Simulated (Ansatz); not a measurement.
Geometry optimisation, RKS CAM-B3LYP-D4/def2-SVP (Ansatz).

Input file:

```yaml
crystal:
  periodic: [false, false, false]
  atoms:
    - { symbol: Ga, position_ang: [-0.124292, 0.561358, -0.564423] }
    - { symbol: "N", position_ang: [-0.096522, 0.090072, 2.506407] }
    - { symbol: H, position_ang: [-0.826037, -0.411846, 3.008497] }
    - { symbol: H, position_ang: [0.766121, 0.012304, 3.042248] }
    - { symbol: H, position_ang: [1.284406, 0.084357, -0.96508] }
    - { symbol: Cl, position_ang: [-1.939434, -0.461671, -1.028167] }
    - { symbol: Cl, position_ang: [-0.425395, 2.558482, 0.345682] }
    - { symbol: H, position_ang: [-0.355047, 1.093744, 2.464037] }
basis:
  gaussian: { orbitals: def2-SVP }
hamiltonian:
  xc: cam_b3lyp
  dispersion: d4
relax:
  f_tol: 0.03
  max_steps: 50
output:
  orbitals: {}
```

Launched with:

```bash
$ ansatz run input.yaml --threads 4 --pin off --max-ram 5120MiB --backend cpu --events-out ev --progress --plain --runs-dir out
```

Q: Where does it end, and by what steps?

A: The run converged. After 8 steps the energy has fallen by 0.963 eV; H3 moved furthest, 0.72 Å. Joined: Ga1–N2 (3.11 → 2.09 Å).

```csv
step,energy less start (eV),largest force component (eV/Å),accepted
0,0.0000,1.091,yes
1,-0.2662,0.842,yes
2,-0.6046,0.931,yes
3,-0.8819,0.652,yes
4,-0.9116,0.697,yes
5,-0.9453,0.401,yes
6,-0.9615,0.122,yes
7,-0.9625,0.049,yes
8,-0.9628,0.002,yes
```

```xyz
8
Properties=species:S:1:pos:R:3
Ga -0.073 0.575 0.049
N -0.124 0.215 2.112
H -0.912 -0.411 2.292
H 0.720 -0.191 2.519
H 1.301 0.088 -0.484
Cl -1.862 -0.583 -0.428
Cl -0.456 2.720 0.183
H -0.311 1.112 2.567
```

Whether the end is a true minimum wasn't checked by a vibrational analysis.

Run time: 21 s on 4 threads of Arm Neoverse V1, on a shared host, peak memory 0.29 GiB.
